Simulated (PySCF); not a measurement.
Delta-SCF ions had no search for a lower state. Excitations are Tamm–Dancoff values on a coarser integration grid. The basis has no diffuse functions, so Rydberg states are missing or too high.

**cyclo[28]carbon `C1#CC#CC#CC#CC#CC#CC#CC#CC#CC#CC#CC#CC#CC#C1` (charge 0, multiplicity 1)**

Computed with CAM-B3LYP-D3(BJ)/def2-SVP run with PySCF.

```yaml
HOMO: -7.42 eV
dipole_moment: 0.02 D
LUMO: -2.97 eV
HOMO–LUMO gap: 4.45 eV
S1 excitation (TDA): 2.14 eV
S1 oscillator strength: 0.000
T1 excitation (TDA): 1.69 eV
S1–T1 gap (TDA): 0.45 eV
vertical ionisation energy (Delta-SCF): 7.84 eV
vertical electron affinity (Delta-SCF): 2.56 eV
total_energy: -1064.7535 Ha
cost: roughly 70 core-minutes
```

Bonded distances (Å): C1–C2 1.225, C1–C28 1.360, C2–C3 1.360, C3–C4 1.225, C4–C5 1.360, C5–C6 1.225, C6–C7 1.360, C7–C8 1.225, C8–C9 1.360, C9–C10 1.225, C10–C11 1.360, C11–C12 1.225, C12–C13 1.360, C13–C14 1.225, C14–C15 1.360, C15–C16 1.225, C16–C17 1.360, C17–C18 1.225, C18–C19 1.360, C19–C20 1.225, C20–C21 1.360, C21–C22 1.225, C22–C23 1.360, C23–C24 1.225, C24–C25 1.360, C25–C26 1.225, C26–C27 1.360, C27–C28 1.225. Bond angles (°): C2–C1–C28 167.8, C1–C2–C3 166.5, C2–C3–C4 167.9, C3–C4–C5 166.4, C4–C5–C6 167.9, C5–C6–C7 166.4, C6–C7–C8 167.8, C7–C8–C9 166.4, C8–C9–C10 167.8, C9–C10–C11 166.5, C10–C11–C12 167.8, C11–C12–C13 166.5, C12–C13–C14 167.8, C13–C14–C15 166.5, C14–C15–C16 167.8, C15–C16–C17 166.6, C16–C17–C18 167.7, C17–C18–C19 166.6, C18–C19–C20 167.7, C19–C20–C21 166.6, C20–C21–C22 167.8, C21–C22–C23 166.5, C22–C23–C24 167.9, C23–C24–C25 166.4, C24–C25–C26 167.9, C25–C26–C27 166.4, C26–C27–C28 167.8, C1–C28–C27 166.4.
Charge 0, spin multiplicity 1.
